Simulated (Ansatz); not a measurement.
Input file for `C#C[Si](F)(Cl)Cl`:

```yaml
crystal:
  periodic: [false, false, false]
  atoms:
    - {symbol: C, position_ang: [1.582848, -0.428255, 1.175416]}
    - {symbol: C, position_ang: [0.632422, -0.216603, 0.466694]}
    - {symbol: Si, position_ang: [-0.781255, 0.123387, -0.590483]}
    - {symbol: F, position_ang: [-1.506713, -1.231411, -0.949216]}
    - {symbol: Cl, position_ang: [-0.182986, 0.990078, -2.313955]}
    - {symbol: Cl, position_ang: [-2.107340, 1.311737, 0.362803]}
    - {symbol: H, position_ang: [2.424322, -0.616933, 1.803042]}
basis:
  gaussian: {orbitals: def2-SVP}
correlation: {method: ccsd_t}
```

```sh
$ ansatz run in.yaml --threads 4 --pin off --events-out ev --progress --plain
```

The program prints (abridged):

```
Functional definition: HF
951 factors; integrals over basis functions are off by at most 1.2e-3 eV
mean field evaluation 1: about -37638.4349 eV, gradient 3.3e1 eV
mean field evaluation 2: about -37638.4430 eV, gradient 3.3e1 eV
mean field evaluation 4: about -37641.1036 eV, gradient 3.2e0 eV
mean field evaluation 8: about -37641.1348 eV, gradient 2.1e-4 eV
mean field -37641.13480565 eV, -1383.2861900299 hartree, gradient 1.1e-6 eV, S^2 0.000000; 0 other end points of the search recorded, 0 dependent functions left out
18 core orbitals not correlated: weight in the atoms' cores, before any rotation towards them, 1.000 or more for the frozen orbitals, at most 0.000 for the correlated occupied ones
reference -37641.13480565 eV, -1383.2861900299 hartree; 17, 17 occupied and 66, 66 virtual orbitals, 951 factors
second order -21.21522106 eV of doubles, -0.00000000 eV of singles
cycle   1  -21.59263025 eV  change   -3.8e-1 eV  update   1.1e-1
cycle   2  -22.08661740 eV  change   -4.9e-1 eV  update   3.1e-2
cycle   3  -22.20671643 eV  change   -1.2e-1 eV  update   1.6e-2
cycle   4  -22.21022476 eV  change   -3.5e-3 eV  update   4.6e-3
cycle   5  -22.21173000 eV  change   -1.5e-3 eV  update   2.0e-3
cycle   6  -22.21264759 eV  change   -9.2e-4 eV  update   5.6e-4
cycle   7  -22.21272822 eV  change   -8.1e-5 eV  update   1.8e-4
cycle   8  -22.21279009 eV  change   -6.2e-5 eV  update   4.8e-5
cycle   9  -22.21281792 eV  change   -2.8e-5 eV  update   1.6e-5
perturbative correction -0.63781439 eV, -0.0234392465 hartree
Total energy: -37663.98543795 eV, -1384.1259352784 hartree
```

Run time 2.1 s (4 threads of a server CPU on a shared host); peak host memory 0.4 GiB.

The correlation energy is -22.851 eV, 2.8 % of it from (T); the T1 diagnostic reads 0.0114.
